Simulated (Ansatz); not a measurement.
Program: Ansatz. Geometries: PBE0-D4/def2-TZVP. ΔE: electronic, gas phase. CCSD(T)/CBS is the MP2 limit (def2-TZVPP, def2-QZVPP) plus CCSD(T) − MP2 in def2-TZVPP, frozen cores. Functionals use def2-TZVPP. For Se outer-core shells are correlated without core-valence functions, which leaves a few kJ/mol of doubt a bond. Scalar relativity is left out up to krypton. Each species was taken in one conformer, which may not be the lowest.

Consider the formal exchange of groups at the Si–C bond: `[SiH3]C[SeH]` + `CBNC` → `CNB(C)[SiH3]` + `C[SeH]`.

`[SiH3]C[SeH]`:

Z-matrix (Å, degrees):
```
Si
C 1 1.874
H 1 1.490 2 110.5
H 1 1.484 2 109.8 3 120.7
H 1 1.487 2 109.2 3 -119.4
Se 2 1.957 1 111.3 3 177.7
H 2 1.090 1 112.8 3 54.0
H 2 1.092 1 110.1 3 -66.6
H 6 1.470 2 95.5 1 -48.6
```

`CBNC`:

Cartesian coordinates in Å:
```
C 1.884 -0.035 0.662
B 0.639 0.010 -0.292
N -0.661 -0.006 0.198
C -1.881 0.031 -0.572
H 1.634 -0.083 1.726
H 2.518 0.844 0.506
H 2.516 -0.898 0.427
H 0.770 0.061 -1.487
H -0.807 -0.048 1.195
H -1.630 0.075 -1.632
H -2.494 -0.860 -0.404
H -2.488 0.909 -0.329
```

`CNB(C)[SiH3]`:

Cartesian coordinates in Å:
```
C -1.636 1.318 -0.754
N -0.268 0.954 -0.458
B 0.228 -0.214 0.119
C -0.679 -1.415 0.580
Si 2.240 -0.310 0.351
H -1.780 1.481 -1.826
H -2.310 0.524 -0.440
H -1.924 2.234 -0.230
H 0.392 1.670 -0.720
H -0.538 -1.599 1.650
H -0.362 -2.338 0.082
H -1.751 -1.297 0.405
H 2.636 -0.505 1.777
H 2.841 -1.444 -0.413
H 2.912 0.940 -0.123
```

`C[SeH]`:

```xyz
6

C    -0.028   -0.458    0.296
Se   -0.225    0.618   -1.317
H     1.013   -0.486    0.613
H    -0.349   -1.463    0.027
H    -0.665   -0.077    1.090
H     0.254    1.866   -0.709
```

```json
{"level": "r2SCAN-D4", "ΔE (kcal/mol)": "3.1"}
{"level": "MP2/def2-SVP", "ΔE (kcal/mol)": "3.8"}
{"level": "CCSD(T)/def2-SVP", "ΔE (kcal/mol)": "2.4"}
{"level": "CCSD/def2-TZVPP", "ΔE (kcal/mol)": "4.2"}
```

**Question.** What does CCSD(T)/CBS give? (An estimate is asked.)

**Answer.** Computed: +4.4 kcal/mol. The listed levels differ from it by -1.3, -0.6, -2.0, -0.2 kcal/mol.

**Question.** What do rigid-rotor, harmonic-oscillator terms from PBE0-D4/def2-TZVP frequencies (298.15 K, 1 bar) make of the CCSD(T)/CBS value? (An estimate is asked.)

**Answer.** Computed: ΔZPE = +0.5 kcal/mol, ΔH = +5.3 kcal/mol, ΔS = 14 J/(mol·K), ΔG = +4.2 kcal/mol.

Largest T1 diagnostic among the species: 0.013.

Leaving LDA and LC-ωPBE aside and taking each functional with its dispersion term where it has one, the values, not all of them listed here, spread over 3.4 kcal/mol, from revPBE-D4 to ωB97M-V. At CCSD(T), def2-SVP lies −1.9 kcal/mol from the extrapolated value and def2-TZVPP −0.5 kcal/mol.
